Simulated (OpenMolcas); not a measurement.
A run on Lu II.

- Program: OpenMolcas
- Method: XMS-CASPT2, IPEA 0.4 Eh, real shift 0.05 Eh (closed shells correlated: 5s 5p)
- Basis: ANO-RCC-VQZP [9s8p6d4f3g2h]
- Scalar Hamiltonian: DKH2, point nucleus
- Active space: 2 electrons in 5 orbitals (5d)
- State averaging: 2S+1 = 3 even, 10 roots; 2S+1 = 1 even, 14 roots kept (CI in the orbitals of an earlier block)
- Spin-orbit coupling: RASSI with atomic mean-field integrals over the reference wave functions, term energies averaged over their components

First CASPT2 step and the start of its output:

```
&CASPT2
XMultistate=10 1 2 3 4 5 6 7 8 9 10
Frozen=14 16
IPEA=0.4
Shift=0.05
MaxIter=60
WThr=0.0 0.3 0.05
PrWF=0.5
NoMix
```

```
--- CASPT2 ---
Orbital specifications:
      -----------------------

      Symmetry species                           1   2
                                                ag  au
      Frozen orbitals                           14  16
      Inactive orbitals                          1   3
      Active orbitals                            5   0
      Secondary orbitals                        46  55
      Deleted orbitals                           0   0
      Number of basis functions                 66  74
Type of calculation                        XMS-CASPT2
      Fock operator                              state-average
      IPEA shift                                 0.40
      Real shift                                 0.05
      Imaginary shift                            0.00
      The input orbitals will be transformed to quasi-canonical
      The input states will be rotated to diagonalize the Fock operator
Reference energy:      -14549.2852783169
      E2 (Non-variational):      -0.2165902804
      Shift correction:          -0.0027672781
      E2 (Variational):          -0.2193575584
      Total energy:          -14549.5046358754
      Residual norm:              0.0000005730
      Reference weight:           0.94756
      Contributions to the CASPT2 correlation energy
      Active & Virtual Only:         -0.0067772905
      One Inactive Excited:          -0.0556526540
      Two Inactive Excited:          -0.1541603358
Reference energy:      -14549.2852783169
      E2 (Non-variational):      -0.2166440150
      Shift correction:          -0.0027773205
      E2 (Variational):          -0.2194213355
      Total energy:          -14549.5046996524
      Residual norm:              0.0000005698
      Reference weight:           0.94738
...
```

Over all roots the printed reference weights run from 0.56 to 0.95, and roots that are degenerate in the reference spread by up to 5500 cm-1.

Question: Did the run give usable levels, and if not, why?

Answer: No. The equations converged, but the reference weight falls to 0.56 for at least one root against 0.95 for the best. A drop of that size marks an intruder state, so the energies of such roots and the levels built on them can't be trusted.
